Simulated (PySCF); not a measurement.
Job file and geometry (Å, from GFN2-xTB) of an NMR shielding run on SMILES CC1=CP(N)CC1, C₅H₁₀NP, PySCF, GIAO PBE0/pcSseg-1 NMR shielding, non-relativistic, gas phase; density fitting, a coarse starting grid and PySCF grid level 2 are the driver's defaults:

```
$ OMP_NUM_THREADS=1 python probes_run.py task.json out

{"job": {"kind": "nmr", "xc": "PBE0", "basis": "pcSseg-1"}, "charge": 0, "multiplicity": 1}
C     -2.315656     0.580405     0.049634
C     -0.904408     0.158295    -0.192291
C      0.049518     0.909362    -0.732805
P      1.663037     0.076821    -0.934832
N      2.638740     0.876116     0.221508
C      1.030421    -1.301805     0.166983
C     -0.498911    -1.244418     0.167386
H     -2.564974     0.477837     1.105977
H     -2.997775    -0.056383    -0.513790
H     -2.472254     1.613563    -0.250713
H     -0.105143     1.916005    -1.092316
H      3.331575     1.485337    -0.193171
H      2.123248     1.376751     0.938173
H      1.433381    -1.117261     1.165818
H      1.401038    -2.270603    -0.168952
H     -0.905161    -1.929007    -0.582896
H     -0.913673    -1.538986     1.135301
```

Question: What does the program print?

Answer: 
```
coarse grid: 14320 points
cycle   1  E = -592.0738588075  dE =  8.820e-01  |g| = 4.994e-01  |ddm| = 3.796e+00
cycle   2  E = -592.0555462768  dE =  1.831e-02  |g| = 5.813e-01  |ddm| = 1.017e+00
cycle   3  E = -592.1353613331  dE = -7.982e-02  |g| = 5.474e-02  |ddm| = 5.828e-01
cycle   4  E = -592.1359251008  dE = -5.638e-04  |g| = 2.563e-02  |ddm| = 7.828e-02
cycle   5  E = -592.1360683591  dE = -1.433e-04  |g| = 8.853e-03  |ddm| = 3.396e-02
cycle   6  E = -592.1360873209  dE = -1.896e-05  |g| = 2.945e-03  |ddm| = 1.276e-02
cycle   7  E = -592.1360892912  dE = -1.970e-06  |g| = 6.639e-04  |ddm| = 3.093e-03
final grid: 132680 points
cycle   8  E = -592.1761758824  dE = -3.388e-05  |g| = 9.098e-03  |ddm| = 3.543e-02
cycle   9  E = -592.1761660893  dE =  9.793e-06  |g| = 1.116e-02  |ddm| = 1.897e-02
cycle  10  E = -592.1761965620  dE = -3.047e-05  |g| = 7.635e-04  |ddm| = 1.117e-02
cycle  11  E = -592.1761966854  dE = -1.234e-07  |g| = 2.837e-04  |ddm| = 1.021e-03
cycle  12  E = -592.1761967027  dE = -1.735e-08  |g| = 1.115e-04  |ddm| = 3.365e-04
cycle  13  E = -592.1761967057  dE = -2.984e-09  |g| = 2.291e-05  |ddm| = 1.198e-04
cycle  14  E = -592.1761967058  dE = -1.354e-10  |g| = 5.373e-06  |ddm| = 3.318e-05
converged SCF energy = -592.1761967058

GIAO shielding tensors (ppm)
atom      isotropic    diamagn.    paramagn.     s11        s22        s33       span
  0 C      163.664     245.206     -81.542    148.998    154.360    187.634     38.636
  1 C       29.233     262.776    -233.544    -79.384     26.164    140.918    220.302
  2 C       47.385     260.507    -213.122    -45.258     59.902    127.512    172.770
  3 P      276.676     965.069    -688.393    228.754    281.300    319.973     91.219
  4 N      220.502     318.108     -97.605    189.169    223.279    249.058     59.889
  5 C      146.497     252.998    -106.500    108.600    154.605    176.287     67.688
  6 C      146.558     248.875    -102.317    119.392    146.855    173.427     54.035
  7 H       29.807      29.056       0.751     26.031     28.087     35.302      9.272
  8 H       29.847      28.167       1.680     25.836     27.795     35.910     10.074
  9 H       29.538      29.494       0.044     24.996     28.695     34.923      9.927
 10 H       25.740      34.391      -8.651     23.600     26.163     27.457      3.858
 11 H       30.308      29.987       0.321     23.111     25.877     41.936     18.825
 12 H       30.872      32.875      -2.004     23.848     29.674     39.092     15.244
 13 H       30.063      32.201      -2.138     25.811     29.351     35.027      9.215
 14 H       29.026      30.396      -1.370     24.840     27.713     34.524      9.684
 15 H       29.459      31.032      -1.573     24.970     28.227     35.180     10.210
 16 H       29.125      31.832      -2.707     24.119     28.636     34.619     10.499
```

Size and cost of the density-fitted run: 176 basis functions, 25 s wall time on 1 thread of an Arm Neoverse V1, shared host; peak memory 0.79 GiB.
